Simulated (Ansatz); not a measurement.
Species: H₃InS₂, SMILES `[SH][InH][SH]` (H–S–In–S torsion 0°, S–In–S–H torsion 0°) (charge 0, multiplicity 1), formula H$_{3}$InS$_{2}$.

Question: How many basis functions does frozen-core CCSD(T)/def2-TZVPP // B3LYP-D3(BJ)/def2-TZVP (Ansatz, a program for electronic structure) use, how many core orbitals are frozen, and how many electrons are correlated?

Answer: 176 basis functions and 14 frozen orbitals, which leaves 28 correlated electrons (filled d shells below the valence shell are correlated). Core time is of the order of minutes.
